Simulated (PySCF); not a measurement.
Species: C₂H₉BN₂.
Numbering: `[CH3:1][NH:2][BH:3][NH:4][CH3:5]` (hydrogens: H6, H7, H8 on C1; H9 on N2; H10 on B3; H11 on N4; H12, H13, H14 on C5)

Torsions of this conformer, `[CH3:1][NH:2][BH:3][NH:4][CH3:5]`: C1–N2–B3–N4 -179°, N2–B3–N4–C5 -179°.

The closed-shell ground state was solved at several levels (PySCF, density fitting, gas phase, non-relativistic). Geometry: PBE0-D3(BJ)/def2-SVP, one conformer, isolated molecule.

| level | basis functions | HOMO (eV) | LUMO (eV) | gap (eV) | dipole (D) |
| --- | --- | --- | --- | --- | --- |
| PBE0/pcSseg-0 | 63 | -5.96 | 2.34 | 8.30 | 1.52 |
| KT3/pcSseg-1 | 130 | -4.90 | 0.51 | 5.41 | 1.44 |
| LDA/pcSseg-1 | 130 | -4.89 | 0.57 | 5.46 | 1.55 |
| BLYP/pcSseg-1 | 130 | -4.65 | 0.65 | 5.30 | 1.51 |
| PBE0/aug-cc-pVDZ | 196 | -6.14 | -0.06 | 6.08 | 1.41 |
| B97-D/pcSseg-1 | 130 | -4.79 | 0.81 | 5.60 | 1.48 |
| B3LYP/6-31G* | 88 | -5.59 | 2.37 | 7.96 | 1.58 |

Q: Estimate the row for PBE0/pcSseg-2, a basis of 306 functions; the other rows only guide the guess.

A: HOMO -6.18 eV, LUMO 0.65 eV, gap 6.83 eV, dipole 1.44 D.

Q: Over all these levels, which gives the widest orbital gap and which the narrowest?

A: PBE0/pcSseg-0 (global hybrid, 25 % exact exchange) has the widest, 8.30 eV, and BLYP/pcSseg-1 (GGA) the narrowest, 5.30 eV. Functional and basis both differ between the two, so the spread mixes both effects.

Q: How much does the basis alone move the frontier levels among the 3 PBE0 rows (the withheld one included)?

A: The HOMO by 0.22 eV and the LUMO by 2.40 eV. By rising basis size (HOMO, LUMO in eV): pcSseg-0 -5.96, 2.34; aug-cc-pVDZ -6.14, -0.06; pcSseg-2 -6.18, 0.65.

Q: How far do the dipole and the HOMO energy spread over the levels?

A: The dipole runs from 1.41 to 1.58 D (mean 1.49 D) and the HOMO from -6.18 to -4.65 eV.
